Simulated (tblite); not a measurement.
Record of a relaxation.

6-methyl-1-heptene, C8H16.
SMILES with atom numbers: `[CH2:1]=[CH:2][CH2:3][CH2:4][CH2:5][CH:6]([CH3:7])[CH3:8]` (hydrogens: H9, H10 on C1; H11 on C2; H12, H13 on C3; H14, H15 on C4; H16, H17 on C5; H18 on C6; H19, H20, H21 on C7; H22, H23, H24 on C8)

Computed with GFN2-xTB (tblite), gas phase: L-BFGS steps from a force-field or distance-geometry start until the largest atomic force falls under 0.01 eV/Å. 3 of its 23 geometries are shown.

Step 0: E = -687.4530 eV, largest atomic force 1.186 eV/Å
```
atom  x, y, z in Å  |  force x, y, z in eV/Å
C1      3.885    1.514   -0.185   -0.624  -0.689   0.227
C2      3.147    0.449    0.150    0.988   0.628   0.187
C3      1.983   -0.065   -0.617   -0.284   0.129  -0.212
C4      0.690   -0.004    0.205    0.009  -0.408   0.490
C5     -0.509   -0.538   -0.576   -0.076   0.258  -0.249
C6     -1.808   -0.628    0.242    0.155   0.127   0.142
C7     -2.901   -1.295   -0.588   -0.336  -0.268   0.208
C8     -2.279    0.745    0.733   -0.444  -0.066   0.136
H9      4.727    1.830    0.419   -0.214  -0.017  -0.221
H10     3.640    2.102   -1.064    0.161  -0.106   0.216
H11     3.424   -0.114    1.052   -0.223   0.194  -0.398
H12     2.175   -1.097   -0.925   -0.028  -0.024   0.087
H13     1.833    0.523   -1.530    0.116   0.002   0.075
H14     0.512    1.022    0.527    0.018   0.081  -0.114
H15     0.813   -0.603    1.126    0.002   0.118  -0.283
H16    -0.266   -1.534   -0.955   -0.004  -0.012   0.038
H17    -0.670    0.108   -1.456   -0.042  -0.159   0.254
H18    -1.616   -1.262    1.124   -0.008   0.133  -0.146
H19    -3.139   -0.710   -1.473    0.061  -0.004   0.010
H20    -2.587   -2.297   -0.899   -0.077   0.220   0.013
H21    -3.824   -1.401    0.007    0.360   0.043  -0.230
H22    -1.576    1.191    1.431    0.021  -0.079   0.000
H23    -2.417    1.440   -0.096    0.023  -0.139   0.002
H24    -3.250    0.644    1.253    0.446   0.040  -0.231
```

Step 11: E = -687.4966 eV, largest atomic force 0.037 eV/Å
```
atom  x, y, z in Å  |  force x, y, z in eV/Å
C1      3.869    1.507   -0.181   -0.019  -0.023   0.016
C2      3.152    0.450    0.152   -0.006  -0.031  -0.019
C3      1.976   -0.059   -0.619   -0.030   0.000  -0.018
C4      0.689   -0.008    0.214    0.007  -0.004   0.008
C5     -0.512   -0.531   -0.574    0.009   0.008   0.003
C6     -1.804   -0.626    0.248    0.024  -0.004   0.001
C7     -2.898   -1.296   -0.583    0.012  -0.001   0.019
C8     -2.282    0.741    0.731    0.003  -0.014  -0.001
H9      4.711    1.834    0.406    0.003   0.011   0.009
H10     3.647    2.092   -1.059   -0.007  -0.020   0.005
H11     3.398   -0.119    1.040   -0.001   0.030   0.003
H12     2.164   -1.097   -0.912    0.001   0.031  -0.010
H13     1.845    0.534   -1.526   -0.002  -0.018  -0.001
H14     0.515    1.024    0.520   -0.002   0.000   0.006
H15     0.820   -0.610    1.117    0.000   0.005   0.004
H16    -0.273   -1.530   -0.949    0.006   0.019  -0.017
H17    -0.683    0.115   -1.438   -0.008  -0.010   0.010
H18    -1.605   -1.252    1.127   -0.008  -0.002  -0.012
H19    -3.124   -0.704   -1.467    0.017   0.003   0.017
H20    -2.587   -2.288   -0.904    0.000   0.004  -0.003
H21    -3.810   -1.397    0.003   -0.004  -0.007  -0.011
H22    -1.571    1.179    1.426    0.000   0.019  -0.005
H23    -2.413    1.419   -0.110    0.006  -0.008  -0.002
H24    -3.236    0.642    1.244    0.000   0.013   0.000
```

Step 22: E = -687.4978 eV, largest atomic force 0.009 eV/Å
```
atom  x, y, z in Å  |  force x, y, z in eV/Å
C1      3.863    1.503   -0.179    0.002   0.001   0.001
C2      3.147    0.445    0.151    0.001  -0.004  -0.003
C3      1.972   -0.060   -0.622   -0.004   0.000  -0.002
C4      0.690   -0.008    0.215   -0.002   0.000   0.005
C5     -0.511   -0.529   -0.571    0.002   0.002  -0.002
C6     -1.799   -0.630    0.253    0.001   0.002  -0.001
C7     -2.893   -1.297   -0.579    0.001  -0.003   0.000
C8     -2.278    0.740    0.730   -0.003   0.002   0.001
H9      4.700    1.836    0.410   -0.001   0.003   0.004
H10     3.644    2.081   -1.062    0.002  -0.003  -0.001
H11     3.386   -0.117    1.046   -0.002   0.002   0.002
H12     2.158   -1.097   -0.921    0.004  -0.003   0.000
H13     1.841    0.535   -1.528    0.000   0.004  -0.006
H14     0.517    1.024    0.523    0.003   0.004   0.003
H15     0.823   -0.610    1.117   -0.001  -0.006   0.003
H16    -0.268   -1.523   -0.957   -0.008  -0.003  -0.002
H17    -0.690    0.122   -1.431    0.003   0.005  -0.002
H18    -1.600   -1.255    1.131   -0.001   0.003   0.003
H19    -3.112   -0.698   -1.461   -0.005  -0.005   0.000
H20    -2.582   -2.287   -0.906    0.006  -0.002  -0.002
H21    -3.808   -1.400    0.000    0.001   0.002   0.001
H22    -1.569    1.188    1.421    0.006  -0.001  -0.006
H23    -2.409    1.410   -0.117    0.000   0.004   0.002
H24    -3.233    0.647    1.243   -0.003  -0.002   0.002
```

Task: Summarise the path.

Result: The energy falls by 0.0449 eV from step 0 to step 22; nine tenths of that is first reached at step 5. It falls at every step. The largest force goes from 1.186 to 0.009 eV/Å. Among the bonds C1=C2 changes most, from 1.338 to 1.319 Å; the atoms move by 0.021 Å rms after alignment.

Task: Follow the three bonds and two angles with the largest change from start to end.

Result: 
```
step  E above end (eV)  largest force (eV/Å)  C1=C2 (Å)  C8–H24 (Å)  C2–H11 (Å)  H9–C1–H10 (°)  C1–C2–H11 (°)
   0            0.0449                 1.186      1.338       1.105       1.099          118.0          118.4
   1            0.0188                 0.849      1.310       1.091       1.091          116.6          119.8
   2            0.0104                 0.257      1.323       1.087       1.082          117.1          119.6
   3            0.0072                 0.176      1.322       1.088       1.084          116.9          119.5
   4            0.0049                 0.088      1.319       1.088       1.083          116.4          119.4
   5            0.0040                 0.067      1.319       1.088       1.083          116.1          119.4
   6            0.0031                 0.059      1.319       1.088       1.082          115.9          119.5
   7            0.0025                 0.052      1.319       1.088       1.082          115.8          119.7
   8            0.0021                 0.040      1.320       1.088       1.083          115.8          119.8
   9            0.0018                 0.040      1.320       1.088       1.083          115.9          120.0
  10            0.0015                 0.034      1.320       1.088       1.083          116.0          120.2
  11            0.0012                 0.037      1.320       1.088       1.083          116.1          120.3
  12            0.0009                 0.049      1.320       1.088       1.083          116.2          120.3
  13            0.0007                 0.041      1.319       1.088       1.083          116.2          120.3
  14            0.0005                 0.029      1.319       1.088       1.083          116.2          120.2
  15            0.0003                 0.024      1.319       1.088       1.083          116.2          120.2
  16            0.0002                 0.019      1.320       1.088       1.083          116.1          120.1
  17            0.0002                 0.017      1.320       1.088       1.083          116.2          120.1
  18            0.0001                 0.020      1.320       1.088       1.083          116.2          120.1
  19            0.0001                 0.018      1.319       1.088       1.083          116.2          120.2
  20            0.0000                 0.014      1.319       1.088       1.083          116.2          120.2
  21            0.0000                 0.011      1.319       1.088       1.083          116.2          120.2
  22            0.0000                 0.009      1.319       1.088       1.083          116.2          120.2
```

The cost below is that of the whole relaxation. On one thread, Arm Neoverse V2 (aarch64), no GPU (shared host), this took 0.13 s.
